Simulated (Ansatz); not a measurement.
Reaction (substitution at a C–Si bond): `CC([SiH3])I` + H–F → `CC(F)I` + SiH₄

Computed with Ansatz on PBE0-D4/def2-TZVP structures; ΔE is electronic, products minus reactants. CBS: MP2 limit from def2 TZ/QZ plus the TZ coupled-cluster correction, frozen cores. This one scheme is used for every species. Functionals use def2-TZVPP. Elements past krypton have def2 core potentials. For I outer-core shells are correlated without core-valence functions, which leaves a few kJ/mol of doubt a bond.

| level | ΔE (kJ/mol) |
| --- | --- |
| PBE0 | 61.1 |
| HF/def2-TZVPP | 46.5 |
| MP2/def2-TZVPP | 88.1 |
| CCSD(T)/def2-TZVPP | 73.9 |

Question: What does CCSD(T)/CBS give? (Best estimate.)

Answer: Ansatz gave: +81.1 kJ/mol. The listed levels differ from it by -20.0, -34.6, 7.0, -7.2 kJ/mol.

Largest T1 diagnostic among the species: 0.011.

From PBE to PBE0 (25 % exact exchange), in def2-TZVPP and without D4, ΔE moves by +7.8 kJ/mol. In def2-TZVPP, CCSD(T) changes the Hartree–Fock value by +27.3 kJ/mol (the triples alone add +2.3 kJ/mol) and MP2 by +41.6 kJ/mol. The D4 term adds +12.6 kJ/mol with B3LYP and +6.9 kJ/mol with PBE0; it sums over pairs of atoms, weighted by their polarisabilities, and B3LYP, whose exchange is more repulsive, gets the larger term.

B3LYP here is the variant with VWN-RPA as its local correlation; programs differ in this.
